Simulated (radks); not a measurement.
Task: These are the eigenvalues of the occupied orbitals of an atom or ion with whole-number occupations (hartree). Method: non-relativistic Kohn-Sham, TPSS, spin-polarised, spherical densities, point nucleus; meta-GGA in the generalised Kohn-Sham scheme; computed with a radial shooting solver on a logarithmic mesh with Libxc functionals.

1s down: -944.9037
1s up: -944.9036
2s up: -138.4377
2s down: -138.4299
2p up: -129.0626
2p down: -129.0568
3s up: -26.82704
3s down: -26.82423
3p up: -23.01320
3p down: -23.00917
3d up: -15.99087
3d down: -15.98330
4s up: -4.93481
4s down: -4.90273
4p up: -3.70906
4p down: -3.67648
4d up: -1.71746
4d down: -1.68628

Which element is it, and in what charge state? The configuration may be excited. Open shells, if any, are filled with parallel spins first.

Result: Z = 48, cadmium, charge +3: Cd3+ in [Kr] 4d9. The list shows which subshells hold electrons but not how many an open one holds; the 1s level, -944.9 hartree, gives Z - s = 43.5 by -(Z - s)^2/2, which with screening narrows Z to a few neighbours, and the depths of the outer levels then fix element, charge and occupations together.
